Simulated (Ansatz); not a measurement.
Mulliken charges of Cl4MoS, SMILES `[S]=[Mo]([Cl])([Cl])([Cl])[Cl]` from r2SCAN/def2-TZVPP in Ansatz (PBE0-D4/def2-TZVP geometry).

| atom | x (Å) | y (Å) | z (Å) | charge (e) |
| --- | --- | --- | --- | --- |
| S1 | -2.077 | -0.097 | 0.146 | -0.121 |
| Mo2 | -0.030 | -0.012 | -0.005 | 0.903 |
| Cl3 | 0.723 | -1.079 | 1.860 | -0.196 |
| Cl4 | 0.536 | -1.902 | -1.141 | -0.196 |
| Cl5 | 0.351 | 1.102 | -1.953 | -0.196 |
| Cl6 | 0.539 | 1.925 | 1.048 | -0.196 |

**Question.** By hand: the dipole of these point charges (1 e Å = 4.8032 D).

**Answer.** Σ q r = (-0.197, -0.008, 0.014) e Å, of length 0.198 e Å = 0.95 D.

**Question.** How does the dipole of the full density compare? (An estimate is asked.)

**Answer.** Computed: (-0.274, -0.011, 0.020) e Å, 1.32 D; the point charges give 0.72 times that, at 0° from its direction.

Point charges leave out the atoms' own dipoles, such as those of lone pairs, and Mulliken's split depends on the basis, so the two needn't agree.
